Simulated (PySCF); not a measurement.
Species: C₆H₈F₂.
Cartesian coordinates in Å at the GFN2-xTB level; atoms count from 1:
```xyz
16
C6H8F2 angstrom
F     -2.188    1.760    0.502
C     -1.098    0.982    0.296
C      0.119    1.491    0.398
C      1.348    0.682    0.138
C      1.046   -0.814    0.102
C     -0.201   -1.086   -0.737
C     -1.409   -0.439   -0.069
F     -1.725   -1.159    1.078
H      0.244    2.534    0.646
H      1.770    1.004   -0.821
H      2.095    0.898    0.904
H      1.899   -1.357   -0.307
H      0.866   -1.176    1.116
H     -0.086   -0.671   -1.740
H     -0.379   -2.159   -0.820
H     -2.309   -0.483   -0.696
```

The closed-shell SCF was solved with PySCF and density fitting under several settings on one GFN2-xTB geometry (grid level 2 and gas phase unless stated).

```tsv
settings	basis functions	SCF cycles	E (Eh)	HOMO (eV)	LUMO (eV)	dipole (D)
LDA/6-31G*, level shift 0.1 Eh	128	11	-429.6681	-5.86	-0.70	2.37
PBE0/STO-3G	48	12	-427.0028	-4.41	3.63	1.31
PBE/pcSseg-1, IEF-PCM chloroform	176	15	-432.5876	-6.08	-0.89	3.16
```

Question: Estimate the row for these settings: CAM-B3LYP/3-21G.

Answer: 
```tsv
settings	basis functions	SCF cycles	E (Eh)	HOMO (eV)	LUMO (eV)	dipole (D)
CAM-B3LYP/3-21G	88	12	-430.5750	-8.30	1.81	2.60
```

Question: Over all rows, what range does the HOMO–LUMO gap span?

Answer: From 5.16 eV (LDA/6-31G*, level shift 0.1 Eh) to 10.11 eV (CAM-B3LYP/3-21G). The functional of the narrowest has no exact exchange, that of the widest range-separated exact exchange.

Question: And the dipole moment?

Answer: From 1.31 D (PBE0/STO-3G) to 3.16 D (PBE/pcSseg-1, IEF-PCM chloroform); the largest is 2.41 times the smallest, and the median is 2.49 D.

Whole jobs, the steps after the SCF included, on one thread, Intel Xeon Platinum 8488C (x86_64), shared host:

| settings | work after the SCF | wall time | peak memory |
| --- | --- | --- | --- |
| LDA/6-31G*, level shift 0.1 Eh | spin–spin couplings from 16 perturbed nuclei, spin–dipole term for 2 of them | 13 s | 0.51 GiB |
| PBE0/STO-3G | shieldings, ring-centre shieldings, charges and field gradients | 4.5 s | 0.46 GiB |
| PBE/pcSseg-1, IEF-PCM chloroform | shieldings, ring-centre shieldings | 18 s | 0.81 GiB |
| CAM-B3LYP/3-21G | 3 singlets by TDA, 2 Tamm–Dancoff triplets, polarisability | 8.4 s | 0.55 GiB |

Cycle counts include a coarse-grid stage where the run had one. All basis functions are spherical, in the Pople sets too. The species at its GFN2-xTB geometry (one conformer only).
